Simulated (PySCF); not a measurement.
**Optical rotation: SMILES CC[C@@]1(Cl)C[C@@H]1CCl, C6H10Cl2**

Cartesian coordinates in Å; atom numbers follow the order of the lines, from 1:
```xyz
18

C    -2.2161    0.6969   -0.3836
C    -1.5244   -0.4433    0.3577
C    -0.0615   -0.1529    0.5953
Cl    0.1667    1.1766    1.7397
C     0.9623   -1.2430    0.6209
C     0.9275   -0.2744   -0.5327
C     2.0351    0.7226   -0.7057
Cl    3.4119   -0.0387   -1.5600
H    -1.7519    0.8570   -1.3539
H    -2.1446    1.6179    0.1887
H    -3.2669    0.4651   -0.5344
H    -2.0148   -0.6079    1.3200
H    -1.6048   -1.3637   -0.2245
H     1.7797   -1.1531    1.3196
H     0.6322   -2.2581    0.4617
H     0.5284   -0.6406   -1.4715
H     2.4133    1.0755    0.2525
H     1.7191    1.5703   -1.3146
```

Theory: PySCF 2.14.0, TDDFT wB97X-D/def2-SVPD circular dichroism and optical rotation, one conformer, gas phase. Geometry: GFN2-xTB.

The molecule is flexible and this is one conformer; a measurement averages over conformers.

Stereocentres: C3 R, C6 R.

(1) Give the optical rotatory dispersion at 633, 589.3, 546, 436, 405, 365, 355 nm.

(2) And for the mirror image at 589.3 nm?

(3) What is the molar rotation [Φ] = [α]·M/100 of the geometry above at 589.3 nm?

## Answers

(1) [α] in deg dm⁻¹ (g/mL)⁻¹:
```csv
λ (nm),origin-invariant length gauge,modified velocity gauge,length gauge (centre of mass),isotropic polarisability (au)
633,+74.7,+76.0,+72.9,98.5
589.3,+87.3,+88.8,+85.2,98.8
546,+103.3,+105.2,+100.9,99.2
436,+173.3,+176.2,+169.3,100.8
405,+207.1,+210.5,+202.3,101.5
365,+268.7,+272.9,+262.7,102.8
355,+288.8,+293.2,+282.3,103.1
```

(2) -87.3 deg dm⁻¹ (g/mL)⁻¹ (origin-invariant length gauge): the same size and the opposite sign.

(3) With M = 153.05 g/mol, +133.6 deg cm² dmol⁻¹ (origin-invariant length gauge).

The first excitation lies at 6.91 eV (180 nm) with R = -0.5 × 10⁻⁴⁰ esu² cm² (velocity form).
